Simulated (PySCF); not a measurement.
C₂H₆Si (SMILES C[Si]C), singlet, at a GFN2-xTB geometry; PySCF with PBE/STO-3G.

Here is a job for PySCF.
```python
from pyscf import gto, scf, dft

mol = gto.M(
    atom='''
Si   -0.257819    0.115614    0.699275
C     0.747147    1.267276   -0.472566
H     0.925739    2.243125   -0.024830
H     0.225133    1.433692   -1.415471
H     1.720918    0.837868   -0.710368
C    -0.405789   -1.420352   -0.453292
H     0.574483   -1.792264   -0.753309
H    -0.956233   -1.180776   -1.363668
H    -0.928731   -2.241784    0.032944
''',
    basis='sto-3g',
    charge=0,
    spin=0,
    verbose=4,
)

mf = dft.RKS(mol)
mf.xc = 'pbe'
mf.kernel()
mf.analyze()
```

The log (banner, timings and long lists left out):

```
PySCF version 2.14.0

[INPUT] verbose = 4
[INPUT] num. atoms = 9
[INPUT] num. electrons = 32
[INPUT] charge = 0
[INPUT] spin (= nelec alpha-beta = 2S) = 0
[INPUT] symmetry False subgroup None
[INPUT] Mole.unit = angstrom
[INPUT] Symbol           X                Y                Z      unit          X                Y                Z       unit  Magmom
[INPUT]  1 Si    -0.257819000000   0.115614000000   0.699275000000 AA   -0.487207299709   0.218478796165   1.321438235755 Bohr   0.0
[INPUT]  2 C      0.747147000000   1.267276000000  -0.472566000000 AA    1.411903204790   2.394804564234  -0.893020315781 Bohr   0.0
[INPUT]  3 H      0.925739000000   2.243125000000  -0.024830000000 AA    1.749393172829   4.238891913165  -0.046921899673 Bohr   0.0
[INPUT]  4 H      0.225133000000   1.433692000000  -1.415471000000 AA    0.425439711602   2.709285226980  -2.674852527264 Bohr   0.0
[INPUT]  5 H      1.720918000000   0.837868000000  -0.710368000000 AA    3.252063702834   1.583341048537  -1.342400967655 Bohr   0.0
[INPUT]  6 C     -0.405789000000  -1.420352000000  -0.453292000000 AA   -0.766830074361  -2.684076280478  -0.856597734456 Bohr   0.0
[INPUT]  7 H      0.574483000000  -1.792264000000  -0.753309000000 AA    1.085615533219  -3.386888102917  -1.423547697170 Bohr   0.0
[INPUT]  8 H     -0.956233000000  -1.180776000000  -1.363668000000 AA   -1.807018481271  -2.231343254459  -2.576959044833 Bohr   0.0
[INPUT]  9 H     -0.928731000000  -2.241784000000   0.032944000000 AA   -1.755047233393  -4.236357790432   0.062255137448 Bohr   0.0

nuclear repulsion = 96.5074543519837
number of shells = 17
number of NR pGTOs = 75
number of NR cGTOs = 25
basis = sto-3g
ecp = {}

******** <class 'pyscf.dft.rks.RKS'> ********
method = RKS
initial guess = minao
damping factor = 0
level_shift factor = 0
DIIS = <class 'pyscf.scf.diis.CDIIS'>
diis_start_cycle = 1
diis_space = 8
diis_damp = 0
SCF conv_tol = 1e-09
SCF conv_tol_grad = None
SCF max_cycles = 50
direct_scf = True
direct_scf_tol = 1e-13
XC library pyscf.dft.libxc version 7.1.2
    S. Lehtola, C. Steigemann, M. J. T. Oliveira, and M. A. L. Marques,  SoftwareX 7, 1–5 (2018)
XC functionals = pbe
    J. P. Perdew, K. Burke, and M. Ernzerhof,  Phys. Rev. Lett. 77, 3865 (1996)
    J. P. Perdew, K. Burke, and M. Ernzerhof,  Phys. Rev. Lett. 78, 1396 (1997)
    J. P. Perdew, K. Burke, and M. Ernzerhof,  Phys. Rev. Lett. 77, 3865 (1996)
    J. P. Perdew, K. Burke, and M. Ernzerhof,  Phys. Rev. Lett. 78, 1396 (1997)
radial grids:
    Treutler-Ahlrichs [JCP 102, 346 (1995); DOI:10.1063/1.469408] (M4) radial grids

becke partition: Becke, JCP 88, 2547 (1988); DOI:10.1063/1.454033
pruning grids: <function nwchem_prune>
grids dens level: 3
symmetrized grids: False
atomic radii adjust function: <function treutler_atomic_radii_adjust>
small_rho_cutoff = 0
Set gradient conv threshold to 3.16228e-05
Initial guess from minao.
tot grids = 106264
init E= -364.373448773617
  HOMO = -0.188000217821504  LUMO = -0.0502095233755556  gap/eV = 3.74948
cycle= 1 E= -364.623779616989  delta_E= -0.25  |g|= 0.401  |ddm|= 3.44
  HOMO = -0.0561851696058914  LUMO = 0.0118585440302001  gap/eV = 1.85156
cycle= 2 E= -364.582184638375  delta_E= 0.0416  |g|= 0.536  |ddm|= 1.24
  HOMO = -0.0606672922015651  LUMO = 0.026040159899556  gap/eV = 2.35943
cycle= 3 E= -364.674099000424  delta_E= -0.0919  |g|= 0.0191  |ddm|= 0.779
  HOMO = -0.0674987862693233  LUMO = 0.0203820171024978  gap/eV = 2.39136
cycle= 4 E= -364.674296038782  delta_E= -0.000197  |g|= 0.00366  |ddm|= 0.0569
  HOMO = -0.066715395428959  LUMO = 0.0215457823582822  gap/eV = 2.40171
cycle= 5 E= -364.674302642633  delta_E= -6.6e-06  |g|= 0.000311  |ddm|= 0.00736
  HOMO = -0.0667532893684405  LUMO = 0.0214775749429354  gap/eV = 2.40088
cycle= 6 E= -364.674302678755  delta_E= -3.61e-08  |g|= 3.72e-05  |ddm|= 0.000602
  HOMO = -0.0667447370889102  LUMO = 0.0214860473565173  gap/eV = 2.40088
cycle= 7 E= -364.674302679442  delta_E= -6.87e-10  |g|= 2.05e-06  |ddm|= 8.45e-05
  HOMO = -0.0667449708571359  LUMO = 0.0214857305022512  gap/eV = 2.40088
Extra cycle  E= -364.674302679445  delta_E= -2.73e-12  |g|= 7.77e-07  |ddm|= 5.55e-06
converged SCF energy = -364.674302679445
**** SCF Summaries ****
Total Energy =                        -364.674302679444565
Nuclear Repulsion Energy =              96.507454351983668
One-electron Energy =                 -696.353136012264258
Two-electron Energy =                  235.171378980836010
Two-electron Coulomb Energy =          269.001162913593191
DFT Exchange-Correlation Energy =      -33.829783932757174
HOMO-LUMO gap [eV] =                     2.400879673505621
**** MO energy ****
MO #1   energy= -64.581009961147   occ= 2
MO #2   energy= -9.63594826127928  occ= 2
MO #3   energy= -9.63584238174818  occ= 2
MO #4   energy= -4.79040268259055  occ= 2
MO #5   energy= -3.16042589097065  occ= 2
MO #6   energy= -3.14941552094231  occ= 2
MO #7   energy= -3.1415271088317   occ= 2
MO #8   energy= -0.578373079541852 occ= 2
MO #9   energy= -0.552192759237843 occ= 2
MO #10  energy= -0.333103025995983 occ= 2
MO #11  energy= -0.306488028747436 occ= 2
MO #12  energy= -0.299926155562487 occ= 2
MO #13  energy= -0.288099261746364 occ= 2
MO #14  energy= -0.28334960975027  occ= 2
MO #15  energy= -0.176862175832768 occ= 2
MO #16  energy= -0.0667449708571359 occ= 2
MO #17  energy= 0.0214857305022512 occ= 0
MO #18  energy= 0.283339936908168  occ= 0
MO #19  energy= 0.320183889630394  occ= 0
MO #20  energy= 0.43489211124779   occ= 0
MO #21  energy= 0.436383115091293  occ= 0
MO #22  energy= 0.437242130798511  occ= 0
MO #23  energy= 0.454970496811665  occ= 0
MO #24  energy= 0.464243853141064  occ= 0
 ** Mulliken pop on meta-lowdin orthogonal AOs  **
 ** Mulliken pop  **
pop of  0 Si 1s           2.00000
pop of  0 Si 2s           1.99970
pop of  0 Si 3s           1.77447
pop of  0 Si 2px          1.99813
pop of  0 Si 2py          1.99787
pop of  0 Si 2pz          1.99821
pop of  0 Si 3px          0.28902
pop of  0 Si 3py          0.62821
pop of  0 Si 3pz          0.91813
pop of  1 C 1s            1.99951
pop of  1 C 2s            1.07724
pop of  1 C 2px           1.07025
pop of  1 C 2py           1.09096
pop of  1 C 2pz           1.08245
pop of  2 H 1s            0.96361
pop of  3 H 1s            0.95732
pop of  4 H 1s            0.95678
pop of  5 C 1s            1.99951
pop of  5 C 2s            1.07724
pop of  5 C 2px           1.03584
pop of  5 C 2py           1.12672
pop of  5 C 2pz           1.08112
pop of  6 H 1s            0.95732
pop of  7 H 1s            0.95678
pop of  8 H 1s            0.96361
 ** Mulliken atomic charges  **
charge of    0Si =      0.39626
charge of    1C =     -0.32042
charge of    2H =      0.03639
charge of    3H =      0.04268
charge of    4H =      0.04322
charge of    5C =     -0.32042
charge of    6H =      0.04268
charge of    7H =      0.04322
charge of    8H =      0.03639
Dipole moment(X, Y, Z, Debye):  0.04237, -0.01900, -0.11492
```
